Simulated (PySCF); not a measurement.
C₅H₇BO₂.
Numbering: `[CH3:1][C:2]1=[CH:3][C:4]/1=[CH:5]\[B:6]([OH:7])[OH:8]`

Definitions: NICS(0) = −σiso at the ring centroid; NICS(1) = −σiso and NICS(1)zz = −σzz at ±1 Å along the ring normal z. Level: GIAO PBE0/pcSseg-1 (PySCF, non-relativistic, gas phase) on the PBE0-D3(BJ)/def2-SVP geometry, one conformer.

Ring bond lengths (Å), with Mayer bond orders in brackets: C2–C3 1.329 (1.55), C3–C4 1.426 (0.91), C4–C2 1.434 (0.93).

What do the NICS probes read (ppm)?

```json
{"ring": "C2–C3–C4", "type": "3-membered carbocycle; formal bonds 1 double, 2 single", "NICS(0)": "-23.2", "NICS(1), two faces": "-9.3 / -9.3", "NICS(1)zz, two faces": "-14.1 / -14.2", "rms pucker (Å)": "0.00", "centre to ring atoms, mean (Å)": "0.81"}
```

What do they say, and how far can they be read as aromaticity?

- C2–C3–C4: mean NICS(1)zz -14.2 ppm, shielded. NICS(0) lies 14 ppm below the mean NICS(1).

How equal are the bonds by HOMA? Use HOMA with the parameters of Krygowski (1993).

- C2–C3–C4: HOMA 0.40 = 1 − EN − GEO, with mean bond length 1.396 Å, EN = α(Ropt − mean)² = 0.018 and GEO = α × variance = 0.579.

What is the mean of the two in-plane components of NICS at the first NICS(1) probe listed for ring C2–C3–C4, 1 Å off the ring?

The isotropic value is a third of the trace: (3 × -9.3 − (-14.1))/2 = -6.9 ppm.

What are the shieldings of the ring atoms and their hydrogens in the same run (means over atoms taken as equivalent)?

```
  atoms                      environment  σ isotropic (ppm)
     C2  fully substituted alkene carbon               31.5
     C3                 alkene CH carbon               43.1
     C4  fully substituted alkene carbon               43.1
H on C3                 vinylic hydrogen              23.13
```

How do the values depend on the level or the medium?

```tsv
level	NICS(0), C2–C3–C4	mean NICS(1)zz, C2–C3–C4
PBE0/pcSseg-1, gas	-23.2	-14.2
PBE0/pcSseg-1, IEF-PCM benzene	-23.5	-14.8
PBE0/pcSseg-1, IEF-PCM tetrahydrofuran	-23.8	-15.3
```

The geometry is the same throughout; the continuum's cavity takes Bondi-type radii × 1.2.

On one thread, Intel Xeon at 2.50 GHz (x86_64), shared host with 64 logical CPUs at a one-minute load of 62, this took 57 s wall and 0.81 GiB of memory at its peak. This is the whole shielding run at PBE0/pcSseg-1, SCF included.

The values belong to the conformer `[CH3:1][C:2]1=[CH:3][C:4]/1=[CH:5]\[B:6]([OH:7])[OH:8]`: C4–C5–B6–O7 -179°, H–O7–B6–C5 180°, H–O8–B6–C5 180°.
